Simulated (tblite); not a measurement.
Species: C₃H₈NSi (doublet state).
Structure used (GFN2-xTB), in Å, numbered top down from 1:
```xyz
13
C3H8NSi angstrom
C      2.736   -0.526    0.260
C      1.600    0.211    0.468
N      0.571    0.122   -0.329
Si    -0.958    0.841   -0.419
C     -2.208   -0.573   -0.130
H      3.587   -0.443    0.911
H      2.797   -1.197   -0.578
H      1.582    0.890    1.327
H     -1.053    1.294   -1.810
H     -1.280    1.939    0.509
H     -1.985   -1.415   -0.775
H     -3.210   -0.226   -0.352
H     -2.184   -0.917    0.899
```

Calculated harmonic vibrations of the isolated species, GFN2-xTB (tblite), most abundant isotopes, no scaling. This tight-binding method is rough: wavenumbers can miss measured ones by several per cent, in bad cases by 10 to 20. Modes of hydrogen on silicon can be 10 to 20 % off. One conformer, not necessarily the lowest. Open shells enter through the occupations alone, without spin polarisation, and single modes of such species can be off by tens of per cent.

Harmonic wavenumbers (cm⁻¹): 75.9, 79.6, 106.5, 164.0, 226.0, 410.9, 469.0, 536.7, 563.7, 662.0, 708.4, 770.6, 778.8, 787.6, 820.8, 847.8, 916.9, 1031.4, 1275.6, 1311.4, 1332.4, 1441.9, 1455.8, 1484.0, 1486.6, 2164.7, 2221.3, 2871.0, 3051.2, 3057.8, 3065.1, 3114.4, 3158.5.

A = 11067, B = 1852, C = 1703 MHz; mass 86.043 u (most abundant isotopes); point group C1, symmetry number 1; spin multiplicity 2.

Q: Zero-point energy?

A: Half the sum of the wavenumbers: 21224 cm⁻¹ = 253.90 kJ/mol.

Q: Give the ideal-gas entropy at 400 K and 1 bar in the rigid-rotor, harmonic-oscillator model (classical rotation).

A: Translation 170.52, rotation 115.06, vibration 115.36, spin (R ln 2) 5.76: S = 406.7 J/(mol K).

Q: And Cp and H(400 K) − H(0)?

A: Cp = 148.53 J/(mol K), of which vibrations give 115.27 (their classical limit is 33 R = 274.4); H(400 K) − H(0) = 37.16 kJ/mol without the zero-point energy, 23.85 from vibrations.

Q: Blend soft modes into free rotors: weight 1/[1 + (100 cm⁻¹/ν̃)⁴] for the oscillator and the rest for a rotor with moment μB/(μ + B), μ = h/(8π²ν), B = 10⁻⁴⁴ kg m². What vibrational entropy results?

A: 106.73 J/(mol K) in place of 115.36, which changes −T·S at 400 K by +3.45 kJ/mol.

Q: Which modes carry the vibrational entropy at 400 K?

A: 75.9 cm⁻¹: 19.13; 79.6 cm⁻¹: 18.74; 106.5 cm⁻¹: 16.34; 164.0 cm⁻¹: 12.82; 226.0 cm⁻¹: 10.26; 410.9 cm⁻¹: 5.78 J/(mol K); the other 27 give 32.28 together.

Hindered rotation and anharmonicity are outside this model. Other conformers, if any are populated, would add a mixing term that is left out. The structure is chiral; the term R ln 2 for an equal mix with its mirror image is left out.
